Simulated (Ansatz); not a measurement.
Program: Ansatz. Geometries: PBE0-D4/def2-TZVP. ΔE: electronic, gas phase. CBS: MP2 limit from def2 TZ/QZ plus the TZ coupled-cluster correction, frozen cores. DFT in def2-TZVPP. For Zn outer-core shells are correlated without core-valence functions, which leaves a few kJ/mol of doubt a bond. Scalar relativity is left out up to krypton. One conformer a species, not always the lowest.

Consider the isomerisation: `[NH2][Zn][O][SiH3]` → `O[SiH2][NH][ZnH]`.

```json
{"level": "r2SCAN-D4", "ΔE (eV)": "-0.39"}
{"level": "ωB97X-V", "ΔE (eV)": "-0.34"}
{"level": "HF/def2-QZVPP", "ΔE (eV)": "-0.25"}
{"level": "CCSD/CBS(def2)", "ΔE (eV)": "-0.29"}
```

Task: What does CCSD(T)/CBS give? (An estimate is asked.)

Result: Computed: -0.30 eV. The listed levels differ from it by -0.09, -0.04, 0.05, 0.01 eV.

Largest T1 diagnostic among the species: 0.015.

From PBE to PBE0 (25 % exact exchange), in def2-TZVPP and without D4, ΔE moves by −0.05 eV. The D4 term adds −0.07 eV with B3LYP and −0.04 eV with PBE0; it sums over pairs of atoms, weighted by their polarisabilities, and B3LYP, whose exchange is more repulsive, gets the larger term.

B3LYP here is the variant with VWN-RPA as its local correlation; programs differ in this.
